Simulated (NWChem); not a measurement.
GeNH2F, singlet; SMILES [F][Ge][NH2]

```xyz
5

Ge    -0.4540     0.0087     0.0000
F      0.7098     1.3389     0.0000
N      0.8157    -1.2829     0.0000
H      1.8100    -1.0700     0.0000
H      0.6208    -2.2784     0.0000
```
Atoms are numbered in this order, from 1.

Program: NWChem. Low-valent species are run as closed-shell singlets; no triplet was tried in these runs. Geometry: optimised at PBE0/def2-SVP. Ions are spin-unrestricted doublets at the neutral geometry; other ion states weren't tried.

| level | vertical ionisation energy, ΔSCF (eV) | −ε(HOMO) (eV) | ΔSCF minus −ε(HOMO) (eV) |
|---|---|---|---|
| B3LYP/def2-SVP | 10.17 | 7.35 | 2.82 |
| r2SCAN/def2-SVP | 10.02 | 6.66 | 3.36 |
| CAM-B3LYP/def2-SVP | 10.24 | 8.88 | 1.36 |
